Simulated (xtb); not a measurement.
C₃H₇NSi, SMILES C#C[SiH2]CN. All values are semi-empirical tight-binding results from xtb (GFN2-xTB unless named), good for trends rather than for accurate numbers. Coordinates come from a GFN2-xTB optimisation. The structure was generated by enumeration, and PubChem lists no compound with its InChIKey, so it may never have been made. One conformer was computed; it need not be the lowest.

Optimised geometry:

```xyz
12

C      2.4649    -0.7928    -0.1479
C      1.5133    -0.0914     0.0742
Si     0.0130     0.9470     0.4013
C     -1.4884    -0.2323     0.3274
N     -1.6314    -0.7534    -1.0273
H      3.3029    -1.4001    -0.3404
H      0.1291     1.5147     1.7517
H     -0.0909     1.9730    -0.6369
H     -2.4031     0.3172     0.5630
H     -1.3969    -1.0267     1.0864
H     -2.4337    -1.3726    -1.0929
H     -0.8088    -1.2911    -1.2798
```
Charge 0, spin multiplicity 1.

### Question
Estimate the properties. (Estimate from the structure and the level; the computed values follow.)

### Answer

| Quantity | Value |
|---|---|
| orbital gap | 4.05 eV |
| dipole moment | 1.20 D |
| zero-point energy | 55.1 kcal/mol |
| G − E(el) at 298.15 K (modified RRHO) | 35.5 kcal/mol |
| static polarisability (D4 model) | 71.4 bohr³ |
| solvation energy, GFN2-xTB/ALPB(water) | -2.4 kcal/mol |
| solvation energy, GFN2-xTB/ALPB(ch2cl2) | -4.6 kcal/mol |

Computed atomic charges and the Wiberg bond orders between heavy atoms:
charges (e) C1 -0.08, C2 -0.12, Si3 0.46, C4 -0.07, N5 -0.35, H6 0.07, H7 -0.09, H8 -0.07, H9 0.01, H10 -0.02, H11 0.13, H12 0.13. Bond orders C1–C2 2.92, C2–Si3 0.93, Si3–C4 0.85, C4–N5 1.04.
